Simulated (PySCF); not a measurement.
ClH5N2Sn. Atoms are numbered in the order given.

```xyz
9

Sn     0.0825    -0.1647     0.3453
N     -1.4989    -1.4730     0.2221
N      1.6913    -1.1598    -0.4577
Cl    -0.3155     1.8425    -0.9186
H      0.3673     0.2983     1.9788
H     -2.2549    -1.1836     0.8589
H     -1.9051    -1.4591    -0.7243
H      1.3559    -1.8122    -1.1815
H      2.3266    -0.5029    -0.9328
```
Charge 0, spin multiplicity 1.

Geometry: PBE-D3(BJ)/def2-SVP. The structure was generated by enumeration; whether it is a known compound was not checked. The def2 effective core potentials stand for the cores of Sn; spin–orbit coupling is left out. Other conformers were not sampled.

These are PBE-D3(BJ)/def2-SVP run with PySCF 2.14.0 values and carry that method's errors.

Frequencies are harmonic and unscaled.

```tsv
mode	ν (cm⁻¹)	IR (km/mol)	moving atoms (share of kinetic energy)
1	86	32.1	H 46 %, N 30 %, Cl 17 %
2	118	27.4	H 60 %, N 26 %
3	142	2.6	N 45 %, H 41 %
4	159	2.1	H 48 %, N 27 %, Sn 17 %, Cl 8 %
5	169	21.3	H 44 %, N 42 %
6	339	44.7	Cl 77 %, Sn 22 %
7	498	7.5	H 89 %, N 11 %
8	533	133.1	N 77 %, H 15 %, Sn 8 %
9	539	119.7	N 53 %, H 38 %, Sn 9 %
10	568	17.8	H 82 %, N 15 %
11	650	30.0	H 75 %, N 20 %
12	667	132.0	H 79 %, N 19 %
13	832	27.8	H 92 %
14	868	17.2	H 90 %, N 10 %
15	1487	9.4	H 92 %, N 8 %
16	1498	11.8	H 92 %
17	1882	118.0	H 99 %
18	3404	11.8	H 96 %
19	3408	12.5	H 96 %
20	3503	11.3	H 92 %, N 8 %
21	3504	10.5	H 92 %, N 8 %
```
